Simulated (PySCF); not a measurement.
These are PBE-D3(BJ)/def2-TZVP // B3LYP-D3(BJ)/def2-SVP (PySCF) values and carry that method's errors. Gas-phase values, no solvent. One relaxed conformer stands for a flexible species; it need not be the lowest. Excitations are Tamm–Dancoff values on a coarser integration grid. The basis has no diffuse functions, so Rydberg states are missing or too high.

Reference species (SMILES): `Bc1cc(F)nc2ccccc12` (neutral, multiplicity 1).

```json
{
 "T1 excitation (TDA)": "2.35 eV",
 "LUMO": "-3.71 eV",
 "HOMO–LUMO gap": "2.54 eV"
}
```

Changed species: `n1c2c(cc(B)cc2ccc1)F`.

### Question
Predict the effect on the T1 excitation (TDA), LUMO and HOMO–LUMO gap.

### Answer
the T1 excitation (TDA) rises by 0.12 eV, to 2.47 eV; the LUMO increases by 0.35 eV, to -3.36 eV; the HOMO–LUMO gap rises by 0.21 eV, to 2.75 eV.
